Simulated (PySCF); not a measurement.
The same groups moved round the core (thiophene mercapto+boryl). All species are isolated molecules in the gas phase. One relaxed conformer stands for each flexible species; it need not be the lowest. Strings in code marks are SMILES.

Method: PBE0-D4/def2-TZVP // PBE0-D4/def2-SVP in PySCF. All candidates: neutral, multiplicity 1. Delta-SCF ions had no search for a lower state. Excitations are Tamm–Dancoff values on a coarser integration grid. The basis has no diffuse functions, so Rydberg states are missing or too high.

* **LUMO**: -2.07 eV
* **S1 excitation (TDA)**: 4.30 eV
* **vertical ionisation energy (Delta-SCF)**: 8.37 eV

Which member has these values?
A. `Bc1cscc1S`
B. `Bc1csc(S)c1`
C. `Bc1cc(S)cs1`
D. `Bc1ccc(S)s1`

D, `Bc1ccc(S)s1`. The others give `Bc1csc(S)c1`: -2.04 eV, 4.35 eV, 8.93 eV; `Bc1cscc1S`: -2.09 eV, 3.40 eV, 8.23 eV; `Bc1cc(S)cs1`: -2.25 eV, 3.92 eV, 8.73 eV
